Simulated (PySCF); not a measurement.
C2H5BF2O, SMILES CCOB(F)F. Geometry: PBE-D3(BJ)/def2-SVP. One conformer was computed; it need not be the lowest.

Computed equilibrium geometry at PBE-D3(BJ)/def2-SVP (PySCF confirms it by a frequency run) as Cartesian coordinates in Å (one conformer of several):
```xyz
11

B      0.6253    -0.0962     0.7327
F     -0.1071    -1.1498     1.1234
F      1.8563     0.0309     1.2259
O      0.1584     0.8311    -0.1298
C     -1.1445     0.7012    -0.7165
C     -1.1065    -0.1834    -1.9522
H     -1.8608     0.2996     0.0324
H     -1.4686     1.7293    -0.9775
H     -0.8241    -1.2217    -1.6850
H     -2.1031    -0.2146    -2.4370
H     -0.3734     0.2017    -2.6886
```
